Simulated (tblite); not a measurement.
Species: C₂H₇OSSi (doublet state).
Cartesian coordinates in Å at the GFN2-xTB level; atoms count from 1:
```
atom  x, y, z in Å
Si1    1.697    1.060    0.070
O2     0.231    0.394    0.275
C3    -0.258   -0.814   -0.229
C4    -1.594   -1.127    0.342
S5    -2.657    0.134    0.811
H6     1.959    1.315   -1.350
H7     1.489    2.269    0.850
H8     2.743    0.175    0.585
H9    -0.300   -0.746   -1.334
H10    0.434   -1.635    0.009
H11   -2.055   -2.069    0.112
H12   -1.687    1.043    0.922
```

Computed values, GFN2-xTB/tblite, gas phase, harmonic and unscaled. Against measured fundamentals such values can be off by several per cent, at times by over 20. Modes of hydrogen on silicon and sulfur can be 10 to 20 % off. One conformer, not necessarily the lowest. Open shells enter through the occupations alone, without spin polarisation, and single modes of such species can be off by tens of per cent.

Harmonic wavenumbers (cm⁻¹): 37.5, 84.1, 133.9, 173.2, 226.7, 282.0, 440.9, 505.7, 599.1, 630.9, 741.8, 771.0, 795.1, 819.9, 839.0, 896.1, 973.4, 1046.6, 1149.1, 1200.7, 1243.2, 1324.7, 1464.5, 2228.4, 2260.4, 2350.9, 2405.8, 2739.7, 2868.1, 3141.7.

A = 8601, B = 1368, C = 1210 MHz; mass 106.999 u (most abundant isotopes); point group C1, symmetry number 1; spin multiplicity 2.

Q: What is the zero-point energy?

A: Half the sum of the wavenumbers: 17187 cm⁻¹ = 49.14 kcal/mol.

Q: Give the ideal-gas entropy at 350 K and 1 bar in the rigid-rotor, harmonic-oscillator model (classical rotation).

A: Translation 40.74, rotation 27.99, vibration 25.45, spin (R ln 2) 1.38: S = 95.6 cal/(mol K).

Q: And Cp and H(350 K) − H(0)?

A: Cp = 32.47 cal/(mol K), of which vibrations give 24.52 (their classical limit is 30 R = 59.6); H(350 K) − H(0) = 7.27 kcal/mol without the zero-point energy, 4.49 from vibrations.

Q: Blend soft modes into free rotors: weight 1/[1 + (100 cm⁻¹/ν̃)⁴] for the oscillator and the rest for a rotor with moment μB/(μ + B), μ = h/(8π²ν), B = 10⁻⁴⁴ kg m². What vibrational entropy results?

A: 23.02 cal/(mol K) in place of 25.45, which changes −T·S at 350 K by +0.85 kcal/mol.

Q: How do the functions run with temperature in this model?

A: 
```tsv
T (K)	S (cal/(mol K))	Cp (cal/(mol K))	H − H(0) (kcal/mol)	G − H(0) (kcal/mol)	ln q(vib)
100	67.3	16.1	1.20	-5.52	1.53
200	80.4	22.5	3.13	-12.94	3.53
300	90.8	29.4	5.73	-21.51	5.42
500	108.5	40.1	12.74	-41.50	9.06
800	129.6	49.8	26.36	-77.35	14.07
1000	141.2	54.0	36.75	-104.47	17.09
```

q(vib) and H(0) count from the zero-point level.

Q: Which modes carry the vibrational entropy at 350 K?

A: 37.5 cm⁻¹: 5.70; 84.1 cm⁻¹: 4.11; 133.9 cm⁻¹: 3.20; 173.2 cm⁻¹: 2.70; 226.7 cm⁻¹: 2.20; 282.0 cm⁻¹: 1.80 cal/(mol K); the other 24 give 5.73 together.

Q: What must be added to the electronic energy to get the Gibbs energy at 350 K and 1 bar?

A: ZPE + [H(350 K) − H(0)] − T·S = 49.14 + 7.27 − 33.45 = 22.96 kcal/mol.

Hindered rotation and anharmonicity are outside this model. Other conformers, if any are populated, would add a mixing term that is left out. The structure is chiral; the term R ln 2 for an equal mix with its mirror image is left out.
